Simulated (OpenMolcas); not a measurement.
Mo2+ (d4) among equal point charges was computed by CASSCF with the d shell active (OpenMolcas, ANO-RCC-VDZP on the metal). Its lowest spin-free states, and all those of the highest spin:

```csv
2S+1,Degeneracy,E (cm-1)
5,3,0.0
1,1,6259
3,3,7103
5,2,8781
3,3,10362
1,3,13567
3,3,14830
3,3,16095
3,3,17941
3,2,18082
1,3,19622
3,3,20956
```

Question: Is the site octahedral, tetrahedral or cube-like, axial, or of lower symmetry?

Answer: The states with 2S+1 = 5 have orbital degeneracies 3, 2. Threefold states need a cubic site. For d4 at this spin an octahedron puts the twofold E below the threefold T2 and a tetrahedron or cube puts the threefold T2 below the twofold E, so the site is a tetrahedron or a cube, which this pattern cannot tell apart. The first gap at this spin, 8780 cm-1, is |10Dq| in ligand-field theory. The run had Mo2+ among 8 point charges of -1.2 e arranged as a cube (Oh), 2.11 Å from the ion.

An orbital triplet at a regular site is open to Jahn-Teller coupling, which can distort the site and quench the lowest spin-orbit gaps and is left out. Without dynamic correlation the repulsion within the d shell is too large (B by tens of per cent), so at a given field states of lower spin stand too high. Point charges give a weaker field than real ligands, and real ions of this kind are as a rule low spin; the high spin found here belongs to the model. Point charges carry no covalency, so the field is a model and not that of real ligands. No measured value stands beside these numbers.
